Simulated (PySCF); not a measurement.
Orbital picture of BiPb⁺

PBE at R = 2.954 Å; PySCF, scalar-relativistic core potentials, basis sets Bi cc-pVDZ-PP with ECP60, Pb cc-pVDZ-PP with ECP60. State: ³Σ⁻ (triplet), unpaired electrons π ↑↑. Only the outer orbitals are listed, counted within each symmetry, core potentials removing the inner ones.

| spin | orbital | occ. | ε (eV) | on Bi (%) | main shells (%) |
| --- | --- | --- | --- | --- | --- |
| α | 7σ | 1 | -20.25 | 85 | 84 Bi s, 13 Pb s |
| α | 8σ | 1 | -17.59 | 17 | 83 Pb s, 14 Bi s |
| α | 9σ | 1 | -10.57 | 57 | 56 Bi p, 39 Pb p |
| α | 5π | 1 | -10.40 | 75 | 75 Bi p, 24 Pb p |
| α | 5π | 1 | -10.40 | 75 | 75 Bi p, 24 Pb p |
| α | 6π | 0 | -8.51 | 25 | 75 Pb p, 24 Bi p |
| α | 6π | 0 | -8.51 | 25 | 75 Pb p, 24 Bi p |
| α | 10σ | 0 | -6.05 | 39 | 61 Pb p, 40 Bi p |
| β | 7σ | 1 | -19.47 | 78 | 77 Bi s, 20 Pb s |
| β | 8σ | 1 | -17.22 | 23 | 77 Pb s, 21 Bi s |
| β | 9σ | 1 | -10.16 | 53 | 52 Bi p, 44 Pb p |
| β | 5π | 0 | -9.40 | 53 | 53 Bi p, 46 Pb p |
| β | 5π | 0 | -9.40 | 53 | 53 Bi p, 46 Pb p |
| β | 6π | 0 | -7.82 | 46 | 54 Pb p, 46 Bi p |

Which are the highest filled and the lowest empty level, where do they sit, and how wide is the gap?

Highest filled β 9σ at -10.16 eV (in %: 52 Bi p, 44 Pb p); lowest empty β 5π at -9.40 eV (in %: 53 Bi p, 46 Pb p); the gap at PBE is 0.76 eV.

```json
{
 "bond order (Mayer)": "1.71",
 "⟨S²⟩": "2.003",
 "charge on Bi (Mulliken, basis-dependent)": "0.36",
 "charge on Bi (Löwdin, basis-dependent)": "0.39",
 "dipole moment (positive dipole points towards Pb; it is taken about the centre of mass and depends on that origin)": "1.71 D",
 "polarisability along the bond": "150.7 bohr³",
 "polarisability across the bond": "40.0 bohr³"
}
```

These are scalar-relativistic numbers at best; spin–orbit coupling would shift them, the dissociation energy most. The state is the lowest determinant that a PBE0 search found; another state may lie lower at other levels.
